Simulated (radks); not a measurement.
Values are calculated unless marked as measured or tabulated.
Problem. Radial electron density D(r) = 4 pi r^2 rho(r) of an atom or ion with 19 electrons. Level of theory: Dirac Kohn-Sham, LDA (Slater exchange, VWN5 correlation), spin-unpolarised, spherical densities, point nucleus (a radial shooting solver on a logarithmic mesh with Libxc functionals).

| r (bohr) | D(r) (e/bohr) |
|---|---|
| 0.009311 | 4.145 |
| 0.01075 | 5.203 |
| 0.01242 | 6.474 |
| 0.01446 | 8.064 |
| 0.0167 | 9.809 |
| 0.01928 | 11.77 |
| 0.02227 | 13.90 |
| 0.02592 | 16.25 |
| 0.02994 | 18.45 |
| 0.03458 | 20.46 |
| 0.03993 | 22.10 |
| 0.04612 | 23.17 |
| 0.05369 | 23.52 |
| 0.062 | 23.05 |
| 0.07161 | 21.88 |
| 0.0827 | 20.27 |
| 0.09627 | 18.53 |
| 0.1112 | 17.39 |
| 0.1284 | 17.18 |
| 0.1483 | 18.12 |
| 0.1713 | 20.02 |
| 0.1994 | 22.42 |
| 0.2303 | 24.14 |
| 0.2659 | 24.45 |
| 0.3071 | 22.83 |
| 0.3575 | 19.16 |
| 0.4129 | 14.67 |
| 0.4768 | 10.38 |
| 0.5507 | 7.370 |
| 0.636 | 6.121 |
| 0.7404 | 6.384 |
| 0.8551 | 7.232 |
| 0.9875 | 7.724 |
| 1.14 | 7.331 |
| 1.328 | 5.997 |
| 1.533 | 4.311 |
| 1.771 | 2.720 |
| 2.045 | 1.536 |
| 2.362 | 0.8191 |
| 2.75 | 0.4413 |
| 3.175 | 0.2741 |
| 3.667 | 0.1790 |
| 4.235 | 0.1146 |
| 4.93 | 0.07920 |
| 5.694 | 0.07748 |
| 6.576 | 0.09111 |
| 7.595 | 0.09618 |
| 8.771 | 0.07961 |
| 10.21 | 0.04736 |
| 11.79 | 0.02071 |
| 13.62 | 0.006355 |
| 15.73 | 0.001332 |
| 18.31 | 0.0001638 |

What is the nuclear charge?

Solution. Z = 20. The innermost maximum, from 1s, lies near gamma/Z bohr with gamma = sqrt(1 - (Z/c)^2) = 0.989, here 0.0495 bohr (found: 0.0528), and its height grows with Z. The density is that of the calcium ion Ca+ in [Ar] 4s0.5 5s0.5; the configuration itself is not fixed sharply by these data, and Z only to about a unit. D(r) has 4 maxima, at r = 0.0528, 0.253, 1.00, 7.36 bohr, and minima at 0.122, 0.662, 5.34 bohr, inside which lie 2.15, 10.36, 18.52 electrons.
